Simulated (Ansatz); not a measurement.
```xyz
3

S     0.0000    0.0000    0.0000
H     0.0000    2.8444    1.6422
O     0.0000   -3.5764    2.0648
```

Basis set: pcseg-2 (spherical functions). Charge 0, multiplicity 4.

Computed with Ansatz (development build ahead of 0.2.0); each method stands on the lowest determinant of its kind that the runs found.

The atomization energy at this shape (free ground-state atoms in the same class of orbitals less the molecule, no zero-point energy) of quartet HSO:

| method | atomization energy |
| --- | --- |
| UHF | 0.01 eV |

(1) What does ROHF give?

Answers

(1) -2.12 eV. Caution: other spin multiplicities may lie lower; the shape is not the minimum. Caution for UHF: the unrestricted determinant is a mixture of spin states. Caution for ROHF: an unrestricted determinant lies well below; the molecule lies well above its atoms at this level.
